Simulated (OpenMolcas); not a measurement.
# S²⁺: effect of the basis set

| Item | Value |
| --- | --- |
| Program | OpenMolcas |
| Method | MS-CASPT2, IPEA 0.25 Eh, imaginary shift 0.1 Eh (closed shells correlated: 2s 2p) |
| Active space | 4 electrons in 4 orbitals (3s 3p) |
| State averaging | 2S+1 = 3 even, 6 roots; 2S+1 = 1 even, 12 roots; 2S+1 = 5 odd, 1 root; 2S+1 = 3 odd, 9 roots; 2S+1 = 1 odd, 8 roots |
| Spin-orbit coupling | state interaction with AMFI integrals over the reference wave functions, term energies averaged over their components |

A. ANO-RCC-VDZP [4s3p1d], DKH2, point nucleus; CASPT2 step of the order of 1.9 core-seconds
B. ANO-RCC-VTZP [5s4p2d1f], DKH2, point nucleus; CASPT2 step roughly 2.8 core-seconds
C. ANO-L-VTZP [5s4p2d1f], non-relativistic, point nucleus; CASPT2 step roughly 4 core-seconds
D. ANO-R2 [5s4p3d1f], X2C, finite nucleus; CASPT2 step about 2.3 core-seconds
E. ANO-RCC-VQZP [6s5p3d2f1g], DKH2, point nucleus; CASPT2 step about 5 core-seconds
F. ANO-R3 [6s5p4d3f1g], X2C, finite nucleus; CASPT2 step of the order of 6 core-seconds

Energies in cm-1 above 3s2 3p2 3P0, the measured ground level; measured values from NIST levels in Podobedova, Kelleher and Wiese, J. Phys. Chem. Ref. Data 38, 171 (2009).

```tsv
Level	A	B	C	D	E	F	Measured
3s2 3p2 3P0	0.0	0.0	0.0	0.0	0.0	0.0	0.0
3s2 3p2 3P1	252	267	266	269	265	270	299
3s2 3p2 3P2	714	750	747	757	745	757	833
3s2 3p2 1D2	12410	11040	11070	11060	10640	10600	11323
3s2 3p2 1S0	27050	25790	25770	26210	25270	25520	27161
3s 3p3 5S* 2	52770	54480	53130	54720	55290	55970	58672
3s 3p3 3D* 2	83030	81750	80710	81440	81440	81320	84047
3s 3p3 3D* 1	83030	81760	80710	81440	81440	81330	84019
3s 3p3 3D* 3	83030	81760	80720	81450	81450	81330	84099
3s 3p3 3P* 0	101390	100240	99060	99960	99760	99550	98772
3s 3p3 3P* 1	101390	100250	99060	99960	99760	99560	98766
3s 3p3 3P* 2	101400	100260	99070	99970	99770	99560	98745
3s 3p3 1D* 2	128400	125890	124630	124100	124460	123300	151979
3s 3p3 3S* 1 [53 %]	144040	142070	140940	139690	141090	139230	
3s 3p3 1P* 1 [53 %]	145630	142970	141930	141220	141900	140290	
3p4 3P2	210200	209000	206620	206690	208490	207010	
3p4 3P1	210720	209600	207220	207310	209140	207710	
3p4 3P0	210940	209830	207450	207540	209360	207940	
3p4 1D2	212490	210270	207890	207860	209440	207840	
3p4 1S0	244110	241380	239310	238870	239940	238030
```

Deviations, from unrounded energies. A percentage is the sum of absolute deviations over the sum of measured energies, with the sign that they share, or ± where signs differ.

```tsv
Against measurement	Levels	A	B	C	D	E	F
mean absolute deviation (cm-1)	12	3500	3600	3800	3700	3700	3700
fine structure of the ground term (%)	2	-14.7	-10.1	-10.5	-9.3	-10.8	-9.3
other terms of the ground configuration (%)	2	±3.1	-4.3	-4.3	-3.2	-6.7	-6.1
other configurations (%)	8	±5.3	±5.5	±5.8	±5.7	±5.5	±5.5
```

A, B lie about equally close to measurement and C furthest from it. The largest miss of A in the table is 3s 3p3 1D* 2, by -24000 cm-1. The ranking rests on the paired levels alone, and a cruder setting can come out closer through cancelling errors.

The two smallest mean deviations differ by little beside CASPT2's spread within terms, so their order carries little weight.

Among A to F the level of the table that moves most is 3p4 1S0, by 6100 cm-1 (lowest in F, highest in A). Moves below CASPT2's spread within the term are not significant.

CASPT2 does not keep the components of a term degenerate, so their means are used; among the terms shown or strongly mixed into the levels shown the widest spread is 2600 cm-1 (3s 3p3 1D*, A). Over all roots computed the reference weight is 0.85 to 0.99 in A, 0.85 to 0.99 in B, 0.85 to 0.99 in C, 0.84 to 0.98 in D, 0.85 to 0.99 in E, 0.84 to 0.98 in F; the roots of lowest weight are the least certain, and an intruder state may touch them. Terms of s pⁿ other than that of highest spin mix with s² pⁿ⁻² d, which this space lacks; all of them can be thousands of cm-1 off, and some have no real level of that name. The CASPT2 spread within a term exceeds the gap to the next term for 3p4 3P and 3p4 1D, so the order of their levels is uncertain, and so are names and mixing where such terms share a J (figures for B; the like holds for C, D, E, F). Some levels mix across a computed gap that differs much from the measured one, so their mixing is not that of the real levels (holds for A; B; C; D; F). Measured partners are found by configuration, term and J. A level has none where our copy of the source lacks it or the pairing is in doubt (some pairs that miss far off the trend of their configuration count as doubtful), and it then counts in no deviation. Only configurations of the active space appear.

A share in square brackets marks a mixed level and gives the weight of the term that names it, the lowest over the columns. * marks odd parity.
